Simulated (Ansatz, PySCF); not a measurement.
This singlet lies 1.07 eV below the relaxed triplet at the level B3LYP-D3(BJ)/def2-TZVP (PySCF).

Species: C₃H₆Si, SMILES `C=C[Si]C` (lower singlet; C–C–Si–C torsion 179°) (charge 0, multiplicity 1).

Task: Give a relaxed geometry from B3LYP-D3(BJ)/def2-TZVP (Ansatz, an electronic-structure program).

Result: One answer among several that fit: the end point of this relaxation, one of several conformers (outside a Z-matrix the atoms follow the SMILES, hydrogens last).
Z-matrix (Å, degrees):
```
C
C 1 1.3393
H 2 1.0864 1 123.19
H 2 1.0866 3 115.85 1 -179.93
H 1 1.0901 2 117.68 3 0.06
Si 1 1.8845 5 123.35 2 179.79
C 6 1.9063 1 98.31 5 -0.30
H 7 1.0900 6 113.50 1 -178.86
H 7 1.0965 8 108.64 6 -123.13
H 7 1.0973 8 108.41 9 -115.02
```
